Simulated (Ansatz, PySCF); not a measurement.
Gas-phase reaction (SMILES): C[Si](C)(C)N + F (HF) -> C[Si](C)(C)F [fluoro(trimethyl)silane] + N (NH3); hydrogen fluoride cleaves one Si-N bond, a model of a ligand-exchange step.

Structures are relaxed separately at B3LYP-D3(BJ)/def2-TZVP in Ansatz (a quantum-chemistry and plane-wave program), one conformer each, not searched for the lowest. Valence correlation only, unless marked. No spin-orbit coupling. Non-relativistic. Basis-set limits of correlation are two-point, X^-3; Hartree-Fock from the larger set. Thermal terms are rigid-rotor harmonic-oscillator values from B3LYP-D3(BJ) frequencies (PySCF) at 298.15 K and 1 atm. 1 Eh = 627.5095 kcal/mol.

| species | E, CCSD(T)/CBS(cc-pV(T+d)Z,cc-pV(Q+d)Z) (Ansatz) (Eh) | E, r2SCAN-D4/def2-TZVPD (Ansatz + dftd4) (Eh) | H - E (Eh) | G - E (Eh) |
|---|---|---|---|---|
| C[Si](C)(C)N | -464.62283 | -465.20175 | 0.14628 | 0.10364 |
| F (HF) | -100.39146 | -100.44728 | 0.01259 | -0.00713 |
| C[Si](C)(C)F | -508.54862 | -509.14178 | 0.12234 | 0.08240 |
| N (NH3) | -56.50369 | -56.54744 | 0.03799 | 0.01614 |

### Question
Work out ΔE and ΔH, ΔG, ΔS and the equilibrium constant at 298.15 K at the first level, then ΔH at the second.

### Answer

1. ΔE = [(-508.54862) + (-56.50369)] - [(-464.62283) + (-100.39146)] = -0.03802 Eh = -23.9 kcal/mol at CCSD(T)/CBS(cc-pV(T+d)Z,cc-pV(Q+d)Z).
2. The terms H - E add up to 0.00146 Eh, so ΔH = (-0.03802 + (0.00146))×627.5095 = -22.9 kcal/mol.
3. The terms G - E add up to 0.00203 Eh, so ΔG = -22.6 kcal/mol, and ΔS = (0.00146 - (0.00203))×627509.5/298.15 = -1.2 cal/(mol K).
4. log10 K = -ΔG/(RT ln 10) = 16.6, with RT ln 10 = 1.3642 kcal/mol.
5. At r2SCAN-D4/def2-TZVPD the same steps give ΔE = -25.2 and ΔH = -24.3 kcal/mol, a shift of -1.4 from the first level.
6. These values are not checked against measurement here, since the tables used lack a sound gas-phase enthalpy of formation for at least one species.
